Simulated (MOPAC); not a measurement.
MOPAC input (PM6):

```
PM6 1SCF CHARGE=1 GEO-OK AUX(PRECISION=9) THREADS=1
C2HO2

O    -1.70661100 1    0.00559700 1   -0.04848600 1
C    -0.62544800 1   -0.50963200 1    0.24798100 1
C     0.73169600 1    0.18445800 1   -0.07626000 1
O     1.85185900 1    0.12879400 1   -0.01743300 1
H    -1.79947900 1    0.87591000 1   -0.50297700 1
```

Output:

```
 *******************************************************************************
 **                                                                           **
 **                              MOPAC v23.2.5                                **
 **                                                                           **
 *******************************************************************************
 ** MOPAC's Digital Object Identifier: https://doi.org/10.5281/zenodo.6511958 **
 **                                                                           **
 ** Please cite the open-source release paper for use of this MOPAC version:  **
 ** J. E. Moussa and J. J. P. Stewart (2026)                                  **
 ** MOPAC: An open-source semiempirical molecular orbital program             **
 ** J. Open Source Softw., 11(119), 8025, https://doi.org/10.21105/joss.08025 **
 *******************************************************************************

                              PM6 CALCULATION RESULTS

 *******************************************************************************
 *  PM6        - The PM6 Hamiltonian to be used
 *  GEO-OK     - OVERRIDE INTERATOMIC DISTANCE AND OTHER SAFETY CHECKS
 *
 *
 *
 *                 CHARGE ON SYSTEM = +1
 *
 *
 *
 *  1SCF       - DO 1 SCF AND THEN STOP
 *  AUX        - OUTPUT AUXILIARY INFORMATION
 *******************************************************************************
PM6 1SCF CHARGE=1 GEO-OK AUX(PRECISION=9) THREADS=1
 C2HO2

   ATOM   CHEMICAL          X               Y               Z
  NUMBER   SYMBOL      (ANGSTROMS)     (ANGSTROMS)     (ANGSTROMS)

     1       O         -1.70661100  *   0.00559700  *  -0.04848600  *
     2       C         -0.62544800  *  -0.50963200  *   0.24798100  *
     3       C          0.73169600  *   0.18445800  *  -0.07626000  *
     4       O          1.85185900  *   0.12879400  *  -0.01743300  *
     5       H         -1.79947900  *   0.87591000  *  -0.50297700  *

          CARTESIAN COORDINATES

    NO.       ATOM           X           Y           Z

     1         O         -1.7066      0.0056     -0.0485
     2         C         -0.6254     -0.5096      0.2480
     3         C          0.7317      0.1845     -0.0763
     4         O          1.8519      0.1288     -0.0174
     5         H         -1.7995      0.8759     -0.5030

 General Reference for PM6:
 "Optimization of Parameters for Semiempirical Methods V: Modification of NDDO Approximations
 and Application to 70 Elements", J. J. P. Stewart, J. Mol. Mod., 13, 1173-1213 (2007)
 URL: https://link.springer.com/article/10.1007/s00894-007-0233-4

           Empirical Formula: C2 H O2  =     5 atoms

      MOLECULAR POINT GROUP   :   Cs

      RHF CALCULATION, NO. OF DOUBLY OCCUPIED LEVELS = 10

 -------------------------------------------------------------------------------
 PM6 1SCF CHARGE=1 GEO-OK AUX(PRECISION=9) THREADS=1
 C2HO2

     1SCF WAS SPECIFIED, SO BFGS WAS NOT USED
     SCF FIELD WAS ACHIEVED

                              PM6 CALCULATION
                                                       MOPAC v23.2.5 Linux

          FINAL HEAT OF FORMATION =        176.87214 KCAL/MOL =     740.03301 KJ/MOL

          COSMO AREA              =         87.66 SQUARE ANGSTROMS
          COSMO VOLUME            =         68.98 CUBIC ANGSTROMS

          IONIZATION POTENTIAL    =         17.796155 EV
          HOMO LUMO ENERGIES (EV) =        -17.796 -7.265
          NO. OF FILLED LEVELS    =         10
          MOLECULAR WEIGHT        =         57.0287         POINT GROUP:  Cs

          MOLECULAR DIMENSIONS (Angstroms)

            Atom       Atom       Distance
            H     5    O     4     3.75848
            O     4    C     2     1.25414
            O     1    C     3     0.00000

          SCF CALCULATIONS        =          1

   ATOM   CHEMICAL          X               Y               Z
  NUMBER   SYMBOL      (ANGSTROMS)     (ANGSTROMS)     (ANGSTROMS)

     1       O         -1.70661100  *   0.00559700  *  -0.04848600  *
     2       C         -0.62544800  *  -0.50963200  *   0.24798100  *
     3       C          0.73169600  *   0.18445800  *  -0.07626000  *
     4       O          1.85185900  *   0.12879400  *  -0.01743300  *
     5       H         -1.79947900  *   0.87591000  *  -0.50297700  *

                             CARTESIAN COORDINATES

   1    O       -1.706611000     0.005597000    -0.048486000
   2    C       -0.625448000    -0.509632000     0.247981000
   3    C        0.731696000     0.184458000    -0.076260000
   4    O        1.851859000     0.128794000    -0.017433000
   5    H       -1.799479000     0.875910000    -0.502977000

           Empirical Formula: C2 H O2  =     5 atoms

      MOLECULAR POINT GROUP   :   Cs

                  EIGENVALUES
 -42.38444 -40.01746 -31.53781 -28.76580 -24.47064 -23.14619 -22.83511 -21.69541
 -20.52205 -17.79616  -7.26497  -7.04043  -5.34789  -4.57360  -3.85935  -2.25031
  -1.20819

              NET ATOMIC CHARGES AND DIPOLE CONTRIBUTIONS

  ATOM NO.   TYPE          CHARGE      No. of ELECS.   s-Pop       p-Pop
    1          O          -0.219256        6.2193     1.71252     4.50674
    2          C           0.490561        3.5094     1.66067     1.84877
    3          C           0.240699        3.7593     1.40316     2.35614
    4          O           0.120744        5.8793     1.82971     4.04955
    5          H           0.367253        0.6327     0.63275
 DIPOLE           X         Y         Z       TOTAL
 POINT-CHG.    -1.081     0.700    -0.392     1.346
 HYBRID         0.510     1.450    -0.740     1.706
 SUM           -0.571     2.150    -1.132     2.496

          ATOMIC ORBITAL ELECTRON POPULATIONS

     Atom    s        px        py        pz
    1  O   1.71252   1.50056   1.44272   1.56345
    2  C   1.66067   0.63373   0.72998   0.48506
    3  C   1.40316   1.02038   0.67108   0.66467
    4  O   1.82971   1.31445   1.38600   1.34909
    5  H   0.63275

 **********************
 *                    *
 * JOB ENDED NORMALLY *
 *                    *
 **********************

 == MOPAC DONE ==
```

The dipole moment of an ion depends on the origin.

The geometry given is a B3LYP-D3(BJ)/def2-TZVP minimum.
